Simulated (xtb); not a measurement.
xtb input:

```bash
xtb mol.xyz --gfn 2 --sp --chrg 0 --uhf 0
```
mol.xyz:
```
8

B      1.26725708     0.27969109    -0.18452685
O      0.18620649    -0.31298018     0.34388785
C     -1.14107296    -0.01623305    -0.08071731
H      2.32887472    -0.04717962     0.24888937
H      1.14511415     1.09809773    -1.05251341
H     -1.60287980    -0.93359745    -0.44632455
H     -1.70761688     0.34779018     0.77660802
H     -1.14299177     0.73767341    -0.87082415
```

Q: What final total energy does it print?

A: -10.02108 Eh (GFN2-xTB).
